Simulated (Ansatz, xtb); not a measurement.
**Isomers of GaH5NP in order of energy**

6 gas-phase structures of GaH5NP, found in a search over its isomers (lower ones may exist). Each was relaxed with GFN2-xTB:

A. `[NH2][GaH][PH2]`, a singlet
B. `P[NH][GaH2]`, a singlet
C. a singlet given by its coordinates
D. `N[PH][GaH2]`, a singlet
E. `[H]/P=[NH+]\[GaH3-]`, a singlet
F. a singlet given by its coordinates

C (Å):

```yaml
atoms:
  - { symbol: Ga, position_ang: [-1.0093, 1.2994, -0.0746] }
  - { symbol: N, position_ang: [0.3283, -0.2518, -0.8645] }
  - { symbol: P, position_ang: [1.0151, 0.4654, 0.7033] }
  - { symbol: H, position_ang: [1.0496, -0.3966, -1.5703] }
  - { symbol: H, position_ang: [-0.0435, -1.1768, -0.6460] }
  - { symbol: H, position_ang: [1.6527, 1.5021, 0.0011] }
  - { symbol: H, position_ang: [-1.0715, 2.4897, -1.0827] }
  - { symbol: H, position_ang: [-2.3535, 0.5330, 0.1408] }
```

Close contacts (Å): Ga1–N2 2.20, Ga1–P3 2.32, N2–P3 1.86, Ga1–H7 1.56, Ga1–H8 1.56, N2–H4 1.02, N2–H5 1.02, P3–H6 1.41.

F (Å):

```xyz
8

Ga   -0.8737    0.2174    2.0181
N     0.6785    1.1502    1.4860
P    -0.5769   -2.3002    0.5335
H     0.6944   -2.2169    1.0962
H    -0.2174   -3.3931   -0.2516
H     1.4503    0.8824    0.8815
H    -0.2417   -1.3974   -0.4718
H     0.9052    2.0928    1.7927
```

Close contacts (Å): Ga1–N2 1.89, Ga1–P3 2.94, N2–H6 1.02, N2–H8 1.02, P3–H4 1.39, P3–H5 1.39, P3–H7 1.39.

**Question.** Which do you expect lowest at r2SCAN-D4/def2-SVP, and how would the others follow?

**Answer.** Calculated order at r2SCAN-D4/def2-SVP: A (0.0), B (18.2), C (19.2), F (25.3), D (31.6), E (46.2) kcal/mol.

Energies above the lowest of each column, in kcal/mol; the last columns are at PBE0-D3(BJ)/def2-SVP geometries and were run for some of them only (a dash: not run or not comparable):

```csv
structure,GFN2-xTB,HF/STO-3G,r2SCAN-D4/def2-SVP,PBE0-D3(BJ)/def2-SVP,CCSD(T)/def2-TZVP
A,5.2,0.0,0.0,0.0,0.0
B,12.5,12.0,18.2,18.2,16.2
C,19.1,16.8,19.2,16.8,18.6
F,0.0,65.2,25.3,–,–
D,17.2,45.3,31.6,–,–
E,21.5,38.4,46.2,–,–
```

CCSD(T)/def2-TZVP puts A lowest of those it was run on; GFN2-xTB picks F. Some further structures that were screened fall inside this span and aren't listed. Flexible structures stand in one conformer each, not always the lowest. Frequencies (PBE0-D3(BJ)/def2-SVP) were run for A, B, C alone.

Over these structures GFN2-xTB departs from r2SCAN-D4/def2-SVP by 10.6 kcal/mol on average once a common shift is removed. A GFN2-xTB relaxation took about 0.16 s and the r2SCAN-D4/def2-SVP energy about 1.7 s on a shared host (Ansatz 0.2.0, xtb 6.7.1).
